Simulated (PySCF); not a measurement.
# NMR problem set

[PySCF 2.14: structure optimised with GFN2-xTB; σ from GIAO-PBE0/pcSseg-1; one computed conformer; no solvent model; non-relativistic; equivalent nuclei averaged]

δ = σ(ref) − σ, references computed at the same level: $^{1}$H (σ = 31.72 ppm), $^{13}$C (σ = 186.93 ppm) vs TMS. Splittings of carbon signals by F and P are missing where no couplings were computed. Where no couplings were computed, multiplicities follow the n + 1 count of equivalent neighbours, and m marks all less simple cases (inequivalent or close neighbours, rings, F or P nearby). Shifts are as computed. Against solution values, carbons near 30 ppm lie about +3 ppm off and those near 130 ppm about +5 ppm. Of 1211 compounds with measured shifts, 218 miss one by over three times the rms of a fit or turn the order of signals round; such compounds aren't used in these exercises.

**Question.** C5H5F5O. $^{1}$H NMR (500 MHz, computed): δ 5.21 (m, 1H), 4.50 (m, 1H), 3.87 (s, 3H). $^{13}$C{$^{1}$H} NMR (computed): δ 163.3, 128.7, 117.5, 91.1, 56.9. Give a structure.

**Answer.** `FC(C(C(=C)OC)(F)F)(F)F`. Rings plus π bonds: 1 (no ring in the answer). 5 carbon signals for 5 carbons: no two carbons are equivalent. Carbon types of the structure: 3 × C, 1 × CH2, 1 × CH3, which accounts for all hydrogens. δC 163.3: alkene carbon bearing oxygen; an sp2 carbon further deshielded by the attached heteroatom. δC 128.7: CF3 carbon; 3 electronegative neighbours deshield it. δC 117.5: allylic fully substituted sp3 carbon bonded to 2 F; 2 electronegative neighbours deshield it. δC 91.1: β carbon of an enol-ether or enamine type C=C; the O or N lone pair pushes π density onto this β carbon and shields it.

This is the structure that produced the data.

**Question.** CH11O2PSi3. $^{1}$H NMR (400 MHz, computed): δ 5.82 (m, 2H), 5.30 (q, 2H), 4.93 (s, 2H), 1.44 (m, 2H), 0.66 (t, 3H). $^{13}$C{$^{1}$H} NMR (computed): δ 1.7 (CH3). What is it?

**Answer.** `C[SiH2]O[SiH2]O[SiH2]P`. Carbon types of the structure: 1 × CH3, leaving 8 H on heteroatoms. δC 1.7: methyl carbon bonded to Si; an electropositive neighbour leaves it electron-rich and shielded. δH 5.30: hydrogen on a silicon bonded to C, O. δH 4.93: hydrogen on a silicon bonded to 2 O. δH 0.66: hydrogen on a methyl carbon bonded to Si; an electropositive neighbour shields it, as in TMS itself.

The data come from this structure; uniqueness wasn't tested.
